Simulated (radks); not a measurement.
The numbers below are computed, except where a source is named.
Ionisation of neutral holmium, [Xe] 4f11 6s2, to [Xe] 4f11 6s1 as the strength of local exchange is varied. Level of theory: scalar-relativistic Kohn-Sham, Slater X-alpha exchange (alpha = 2/3 is LDA exchange), no correlation, spin-unpolarised, spherical densities, point nucleus (a radial shooting solver on a logarithmic mesh with Libxc functionals).

| alpha | E(Ho) (hartree) | exchange (hartree) | IE (eV) | -e of the level emptied (eV) | <r> of it (bohr) |
|---|---|---|---|---|---|
| 0.667 | -12601.6446 | -255.4448 | 5.654 | 3.117 (6s) | 4.124 |
| 0.755 | -12635.5343 | -290.0050 | 6.080 | 3.503 (6s) | 4.026 |
| 0.793 | -12650.1995 | -304.9888 | 6.270 | 3.678 (6s) | 3.985 |
| 0.826 | -12662.9501 | -318.0303 | 6.438 | 3.833 (6s) | 3.949 |
| 1.006 | -12732.7452 | -389.6442 | 7.403 | 4.733 (6s) | 3.766 |

NIST Atomic Spectra Database: 6.022 eV (measured). The Delta-SCF value meets it near alpha = 0.74. Spin polarisation and multiplet splitting are left out, so open shells lie too high by an amount that depends on their filling. Spin-orbit splitting is averaged out at the scalar-relativistic level.

Beside tabulated values, note that spin-unpolarised runs miss the spin-polarisation part of the exchange energy of open shells.
